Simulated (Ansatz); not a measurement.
Basis-set extrapolation for C$_{2}$H$_{7}$NOSi (`CN1[SiH2]C1O`) (PBE0-D4/def2-TZVP geometry, frozen core, Ansatz 0.2.0). Multiplicity 1, RHF reference.

```
                      def2-TZVPP   def2-QZVPP
                 HF  -498.093420  -498.112664
    MP2 correlation    -0.911364    -0.976125
CCSD(T) correlation    -0.988020      not run
```

Energies in hartree. Use E(X) = E(∞) + A·exp(−7.88·√X) for Hartree–Fock and E(X) = E(∞) + B·X^(−2.97) for correlation, with X = 3 and 4, and add CCSD(T) minus MP2 of the smaller set to the MP2 limit.

Question: What is the CCSD(T) energy at the basis-set limit?

Answer: HF limit: -498.112664 + (-0.019244) × 0.13774 = -498.11531. MP2 limit: -0.976125 + (-0.064761) × 0.74074 = -1.02410. Higher-order term: -0.988020 − (-0.911364) = -0.07666. Total: -499.21607 hartree, 3.66 eV below CCSD(T)/def2-TZVPP.
